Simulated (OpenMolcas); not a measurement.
A run on Re+.

```
Program             : OpenMolcas 26.06
Method              : CASSCF
Basis               : ANO-RCC-VDZP [7s6p4d2f1g]
Scalar Hamiltonian  : DKH2, point nucleus
Active space        : 6 electrons in 6 orbitals (5d 6s)
State averaging     : 2S+1 = 7 even, 1 root; 2S+1 = 5 even, 35 roots; 2S+1 = 3 even, 55 roots; 2S+1 = 1 even, 10 roots
Spin-orbit coupling : RASSI with atomic mean-field integrals over the reference wave functions, term energies averaged over their components
```

68 basis functions. Blocks (2S+1, parity, CSFs, roots kept): 7, even, 1, 1; 5, even, 35, 35; 3, even, 189, 55; 1, even, 175, 10.

**Question.** How long do the RASSCF and RASSI steps take on 1 thread of Arm Neoverse V1 (shared host)?

**Answer.** About 68 s of wall time, without the integral step.
